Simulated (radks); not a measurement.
Spin polarisation of the 5p5 shell in neutral iodine. Start: [Kr] 4d10 5s2 5p(up 2.5, down 2.5); electrons of 5p are moved from spin down to spin up, other shells keep equal spins. Method: scalar-relativistic Kohn-Sham, PBE, spin-polarised, spherical densities, point nucleus; computed with a radial shooting solver on a logarithmic mesh with Libxc functionals.

moment (Bohr magnetons)	E - E(0) (eV)	e(5p up) (eV)	e(5p down) (eV)	5s down minus up (eV)
0	0.000	-7.086	-7.086	0.000
0.25	-0.010	-7.162	-7.006	0.154
0.5	-0.039	-7.236	-6.924	0.308
0.75	-0.088	-7.306	-6.838	0.462
1	-0.156	-7.373	-6.748	0.617

At moment 1 the spin-polarisation energy is -0.156 eV and the 5p exchange splitting 0.625 eV, that is 0.625 eV per Bohr magneton; E = -I m^2/4 would give I = 0.624 eV.
